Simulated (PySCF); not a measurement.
**Cr (chromium, neutral) across methods**

[Ar] 3d4 4s1 4p1, one real determinant (an excited configuration). Computed with PySCF 2.14 in aug-cc-pVTZ-DK (8s7p5d3f2g, 93 functions), with the spin-free X2C one-electron Hamiltonian (Gaussian nucleus).

| method | E (hartree) | mean ε 3d α (eV) | mean ε 4s α (eV) | mean ε 4p α (eV) | Σ⟨r²⟩ (bohr²) | ⟨S²⟩ |
| --- | --- | --- | --- | --- | --- | --- |
| LDA | -1048.327 | -8.556 | -6.469 | -2.620 | 48.14 | 12.000 |
| r2SCAN | -1050.628 | -8.773 | -6.544 | -2.707 | 47.65 | 12.001 |
| BP86 | -1050.805 | -8.495 | -6.432 | -2.673 | 48.13 | 12.000 |
| PBE0 | -1050.450 | -10.468 | -7.115 | -3.268 | 48.22 | 12.000 |
| TPSS | -1050.678 | -8.393 | -6.274 | -2.588 | 48.15 | 12.000 |
| PBE | -1050.421 | -8.418 | -6.296 | -2.595 | 48.54 | 12.000 |
| UHF | -1049.58619 | -16.277 | -9.249 | -5.109 | 48.69 | 12.001 |

Problem. Estimate the same row for M06-2X.

Solution. E (hartree) = -1050.640; mean ε 3d α (eV) = -12.221; mean ε 4s α (eV) = -7.936; mean ε 4p α (eV) = -3.747; Σ⟨r²⟩ (bohr²) = 47.62; ⟨S²⟩ = 12.001.

⟨L²⟩ = 8.00 against 12 for a pure F term, so this real determinant mixes terms.
